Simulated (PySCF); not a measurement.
# Correlation energy of Hf⁴²⁺ (hafnium, charge +42)

Starting occupation: [Ar] 3d10 4s2. All numbers are calculated (PySCF 2.14, X2C-1e with screened-nucleus spin-orbit coupling, Gaussian nucleus, in an even-tempered Gaussian basis (18 s from 2.2 bohr⁻², ratio 2.6; 15 p from 2.9 bohr⁻², ratio 2.6; 10 d from 2.9 bohr⁻², ratio 2.6; 6 f from 3 bohr⁻², ratio 2.8)). Frozen: [Ar]; 12 electrons correlated; the 92 highest virtual spinors left out.

MP2 pair energies summed by pair of shells (mhartree):

| pair | energy | share (%) |
| --- | --- | --- |
| 3d3/2-3d5/2 | -188.99 | 35.4 |
| 3d5/2-3d5/2 | -133.33 | 25.0 |
| 4s1/2-4s1/2 | -63.31 | 11.9 |
| 3d3/2-3d3/2 | -57.48 | 10.8 |
| 3d5/2-4s1/2 | -55.13 | 10.3 |
| 3d3/2-4s1/2 | -35.65 | 6.7 |

Total MP2 correlation energy: -533.88 mhartree.

The virtual space was cut to 68 spinors, which keep -513.04 of the -533.88 mhartree of MP2 correlation.

| level | correlation energy (mhartree) |
| --- | --- |
| CCSD | -513.92 |
| (T) | -0.72 |
| CCSD(T) | -514.64 |

Diagnostics: T1 = 0.00016, largest double amplitude 0.064.

Cost of the coupled-cluster step: 95 s of wall time on 1 thread of Neoverse-V2 (shared host), for 12 occupied and 68 virtual spinors.

Iterations:

```
Init t2, MP2 energy = -0.513035739158148
CCSD nocc = 12, nmo = 80
Init t2, MP2 energy = -0.513035739158148
Init E_corr(GCCSD) = -0.513035739158148
cycle = 1  E_corr(GCCSD) = -0.511458236322261  dE = 0.00157750284  norm(t1,t2) = 0.0117474
cycle = 2  E_corr(GCCSD) = -0.51328006774546  dE = -0.00182183142  norm(t1,t2) = 0.0036243
cycle = 3  E_corr(GCCSD) = -0.51392558294877  dE = -0.000645515203  norm(t1,t2) = 0.00117411
cycle = 4  E_corr(GCCSD) = -0.513921421122526  dE = 4.16182624e-06  norm(t1,t2) = 4.2475e-05
cycle = 5  E_corr(GCCSD) = -0.513920331831266  dE = 1.08929126e-06  norm(t1,t2) = 1.28645e-06
cycle = 6  E_corr(GCCSD) = -0.513920432999232  dE = -1.01167966e-07  norm(t1,t2) = 5.18991e-08
cycle = 7  E_corr(GCCSD) = -0.513920432555098  dE = 4.44133952e-10  norm(t1,t2) = 1.27094e-09
GCCSD converged
E(GCCSD) = -13930.60765064077  E_corr = -0.513920432555098
```

The coupled-cluster values are those of the cut space; adding the MP2 remainder, -20.84 mhartree, estimates the full space.

At this charge the one-electron X2C treatment keeps the bare 1/r₁₂, with no two-electron picture change or Breit term. The effect here is smaller than on the frozen 1s shell.
